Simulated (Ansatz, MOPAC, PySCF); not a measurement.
Dimer: HF (SMILES F) (first 2 atoms) with C2H2 (SMILES C#C); geometry from B3LYP-D3(BJ)/def2-TZVP, rigid monomers moved along the line of their centres of mass till H2···C3 is 2.52 Å.
(charge 0, multiplicity 1):
```xyz
6

F     -0.032    -0.012     0.349
H     -0.018    -0.004     1.283
C      0.260    -0.534     3.728
C     -0.225     0.562     3.727
H      0.691    -1.507     3.737
H     -0.656     1.534     3.734
```

Counterpoise-corrected where a basis set is named; no monomer relaxation.

Frozen-core correlation. CBS: X⁻³ extrapolation of the correlation energy, Hartree–Fock from the larger set. The state that AM1, PM6 reach isn't checked.

Programs: Ansatz (an electronic-structure program); MOPAC for AM1, PM6 (differences of heats of formation); PySCF for the dispersion terms. Each number belongs to the level named beside it.

| level | interaction energy (kJ/mol) |
|---|---|
| AM1 | -4.2 |
| PM6 | -4.5 |
| PBE/def2-TZVPPD | -17.3 |
| PBE-D4/def2-TZVPPD | -19.0 |
| r2SCAN-D4/def2-TZVPPD | -18.7 |
| B3LYP-D3(BJ)/def2-TZVPPD | -18.4 |
| wB97M-V/def2-TZVPPD | -17.6 |
| CCSD(T)/aug-cc-pVTZ | -16.0 |
| CCSD(T)/CBS(aug-cc-pVDZ, aug-cc-pVTZ) | (withheld) |

### Question
Some entries are withheld; supply them.

### Answer

- CCSD(T)/CBS(aug-cc-pVDZ, aug-cc-pVTZ), interaction energy (kJ/mol): -16.6
